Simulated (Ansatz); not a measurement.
`CS[SiH](N)[SiH3]` and `CS[SiH](F)[SiH3]` differ in one atom or group.

Ansatz, PBE0-D4/def2-TZVP geometries, multiplicity 1. Each molecule was computed in one conformer, which needn't be the lowest.

```
                                          property  `CS[SiH](N)[SiH3]`
                LUMO energy (PBE0/def2-TZVPP) / eV                0.06
               HOMO energy (B3LYP/def2-TZVPP) / eV               -6.51
                 HOMO energy (PBE/def2-TZVPP) / eV               -5.58
              HOMO–LUMO gap (PBE0/def2-TZVPP) / eV                6.79
               HOMO–LUMO gap (PBE/def2-TZVPP) / eV                4.81
size of the dipole moment (ωB97M-V/def2-TZVPP) / D                2.16
```

**Question.** What does the change do to each property? (Estimate.)

**Answer.** The calculation gave: 
```tsv
property	`CS[SiH](F)[SiH3]`	shift
LUMO energy (PBE0/def2-TZVPP) / eV	-0.39	-0.45
HOMO energy (B3LYP/def2-TZVPP) / eV	-7.10	-0.59
HOMO energy (PBE/def2-TZVPP) / eV	-6.14	-0.56
HOMO–LUMO gap (PBE0/def2-TZVPP) / eV	6.96	0.17
HOMO–LUMO gap (PBE/def2-TZVPP) / eV	4.89	0.08
size of the dipole moment (ωB97M-V/def2-TZVPP) / D	1.47	-0.69
```

With PBE0 the HOMO falls by 0.62 eV and the LUMO falls by 0.45 eV, so the gap widens by about 0.17 eV. PBE moves the HOMO by -0.56 eV and ωB97M-V by -0.69 eV. Dipoles are sizes alone; their direction can turn.

B3LYP here is the variant with VWN-RPA as its local correlation; programs differ in this.
